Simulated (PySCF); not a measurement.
# Ionisation energy of Fe²²⁺ by level of theory

Fe²²⁺ [He] 2s2 (1S) → Fe²³⁺ [He] 2s1 (2S), as a difference of total energies. All numbers are calculated (PySCF 2.14, no relativity, point nucleus, in an even-tempered Gaussian basis (19 s from 5.5 bohr⁻², ratio 2; 9 p from 8.6 bohr⁻², ratio 2.2; 6 d from 26 bohr⁻², ratio 2.2; 5 f from 39 bohr⁻², ratio 2.2; 5 g from 58 bohr⁻², ratio 2.2; 4 h from 87 bohr⁻², ratio 2.2)). The calculations carry no spin-orbit coupling.

```
method  ionisation energy (eV)
   UHF                  1923.9
 B97-3                  1926.5
 TPSSh                  1926.7
```

These non-relativistic numbers lack the scalar-relativistic shift.

For comparison: 1950.4 ± 1.8 eV (semi-empirical (NIST evaluation); NIST Atomic Spectra Database, ionization energies).
